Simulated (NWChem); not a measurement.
The numbers come from NWChem runs, not from measurements. System: C2H6Cd, charge 0, spin multiplicity 1, displaced from the optimised geometry. The structure started from a generated list of species.

Job file:

```
start mol
memory heap 200 mb stack 900 mb global 1100 mb
geometry units angstroms nocenter noautoz noautosym
  Cd     0.001596    -0.000618     0.001818
  C      1.650901     0.258305    -1.365742
  H      2.385239    -0.587385    -1.280652
  H      2.200998     1.215478    -1.158452
  H      1.286397     0.293136    -2.427765
  C     -1.658003    -0.255559     1.357660
  H     -2.226798    -1.195581     1.123853
  H     -2.372688     0.607770     1.281526
  H     -1.307162    -0.320237     2.422719
end
basis spherical
  * library def2-svp
end
ecp
  Cd library def2-ecp
end
dft
  xc pbe0
  semidirect memsize 60000000 filesize 0
  iterations 100
  convergence nodiis damp 40
end
task dft gradient
```

The output up to the point where the run's verdict is printed (cleaned and shortened):

```
             Northwest Computational Chemistry Package (NWChem) 7.3.0
             --------------------------------------------------------

                                NWChem Input Module
                                -------------------

 Scaling coordinates for geometry "geometry" by  1.889725989
 (inverse scale =  0.529177249)

                             Geometry "geometry" -> ""
                             -------------------------

 Output coordinates in angstroms (scale by  1.889725989 to convert to a.u.)

  No.       Tag          Charge          X              Y              Z
 ---- ---------------- ---------- -------------- -------------- --------------
    1 Cd                  48.0000     0.00159600    -0.00061800     0.00181800
    2 C                    6.0000     1.65090100     0.25830500    -1.36574200
    3 H                    1.0000     2.38523900    -0.58738500    -1.28065200
    4 H                    1.0000     2.20099800     1.21547800    -1.15845200
    5 H                    1.0000     1.28639700     0.29313600    -2.42776500
    6 C                    6.0000    -1.65800300    -0.25555900     1.35766000
    7 H                    1.0000    -2.22679800    -1.19558100     1.12385300
    8 H                    1.0000    -2.37268800     0.60777000     1.28152600
    9 H                    1.0000    -1.30716200    -0.32023700     2.42271900

 Effective nuclear repulsion energy (a.u.)     224.2660433577

            Nuclear Dipole moment (a.u.)
            ----------------------------
        X                 Y               Z
 ---------------- ---------------- ----------------
    -0.0000340151    -0.0000132281     0.0000018897


 Summary of "ao basis" -> "" (spherical)
 ------------------------------------------------------------------------------
       Tag                 Description            Shells   Functions and Types
 ---------------- ------------------------------  ------  ---------------------
 *                          def2-svp                  on all atoms

                                 NWChem DFT Module
                                 -----------------
[...]
 d= 0,ls=0.5         52    -83.2968126832 -6.68D+00  5.48D-01              21.5
 d= 0,ls=0.5         53    -76.6155921163  6.68D+00  5.48D-01              21.9
 d= 0,ls=0.5         54    -83.2968127427 -6.68D+00  5.48D-01              22.3
 d= 0,ls=0.5         55    -76.6155920650  6.68D+00  5.48D-01              22.7
 d= 0,ls=0.5         56    -83.2968127524 -6.68D+00  5.48D-01              23.1
 d= 0,ls=0.5         57    -76.6155920566  6.68D+00  5.48D-01              23.5
 d= 0,ls=0.5         58    -83.2968127540 -6.68D+00  5.48D-01              23.9
 d= 0,ls=0.5         59    -76.6155920553  6.68D+00  5.48D-01              24.3
 d= 0,ls=0.5         60    -83.2968127543 -6.68D+00  5.48D-01              24.7
 d= 0,ls=0.5         61    -76.6155920550  6.68D+00  5.48D-01              25.1
 d= 0,ls=0.5         62    -83.2968127543 -6.68D+00  5.48D-01              25.5
 d= 0,ls=0.5         63    -76.6155920550  6.68D+00  5.48D-01              25.9
 d= 0,ls=0.5         64    -83.2968127543 -6.68D+00  5.48D-01              26.3
 d= 0,ls=0.5         65    -76.6155920550  6.68D+00  5.48D-01              26.7
 d= 0,ls=0.5         66    -83.2968127543 -6.68D+00  5.48D-01              27.1
 d= 0,ls=0.5         67    -76.6155920550  6.68D+00  5.48D-01              27.5
 d= 0,ls=0.5         68    -83.2968127543 -6.68D+00  5.48D-01              27.8
 d= 0,ls=0.5         69    -76.6155920550  6.68D+00  5.48D-01              28.2
 d= 0,ls=0.5         70    -83.2968127543 -6.68D+00  5.48D-01              28.6
 d= 0,ls=0.5         71    -76.6155920550  6.68D+00  5.48D-01              29.0
 d= 0,ls=0.5         72    -83.2968127543 -6.68D+00  5.48D-01              29.4
 d= 0,ls=0.5         73    -76.6155920550  6.68D+00  5.48D-01              29.8
 d= 0,ls=0.5         74    -83.2968127543 -6.68D+00  5.48D-01              30.2
 d= 0,ls=0.5         75    -76.6155920550  6.68D+00  5.48D-01              30.6
 d= 0,ls=0.5         76    -83.2968127543 -6.68D+00  5.48D-01              31.0
 d= 0,ls=0.5         77    -76.6155920550  6.68D+00  5.48D-01              31.4
 d= 0,ls=0.5         78    -83.2968127543 -6.68D+00  5.48D-01              31.8
 d= 0,ls=0.5         79    -76.6155920550  6.68D+00  5.48D-01              32.2
 d= 0,ls=0.5         80    -83.2968127543 -6.68D+00  5.48D-01              32.6
 d= 0,ls=0.5         81    -76.6155920550  6.68D+00  5.48D-01              33.0
 d= 0,ls=0.5         82    -83.2968127543 -6.68D+00  5.48D-01              33.4
 d= 0,ls=0.5         83    -76.6155920550  6.68D+00  5.48D-01              33.8
 d= 0,ls=0.5         84    -83.2968127543 -6.68D+00  5.48D-01              34.2
 d= 0,ls=0.5         85    -76.6155920550  6.68D+00  5.48D-01              34.6
 d= 0,ls=0.5         86    -83.2968127543 -6.68D+00  5.48D-01              34.9
 d= 0,ls=0.5         87    -76.6155920550  6.68D+00  5.48D-01              35.4
 d= 0,ls=0.5         88    -83.2968127543 -6.68D+00  5.48D-01              35.8
 d= 0,ls=0.5         89    -76.6155920550  6.68D+00  5.48D-01              36.1
 d= 0,ls=0.5         90    -83.2968127543 -6.68D+00  5.48D-01              36.5
 d= 0,ls=0.5         91    -76.6155920550  6.68D+00  5.48D-01              36.9
 d= 0,ls=0.5         92    -83.2968127543 -6.68D+00  5.48D-01              37.3
 d= 0,ls=0.5         93    -76.6155920550  6.68D+00  5.48D-01              37.7
 d= 0,ls=0.5         94    -83.2968127543 -6.68D+00  5.48D-01              38.1
 d= 0,ls=0.5         95    -76.6155920550  6.68D+00  5.48D-01              38.5
 d= 0,ls=0.5         96    -83.2968127543 -6.68D+00  5.48D-01              38.9
 d= 0,ls=0.5         97    -76.6155920550  6.68D+00  5.48D-01              39.3
 d= 0,ls=0.5         98    -83.2968127543 -6.68D+00  5.48D-01              39.7
 d= 0,ls=0.5         99    -76.6155920550  6.68D+00  5.48D-01              40.1
 d= 0,ls=0.5        100    -83.2968127543 -6.68D+00  5.48D-01              40.5
```

The run did not converge; its last values are not results. The next line reads: Calculation failed to converge. NWChem stopped with the message: dft gradient failed.
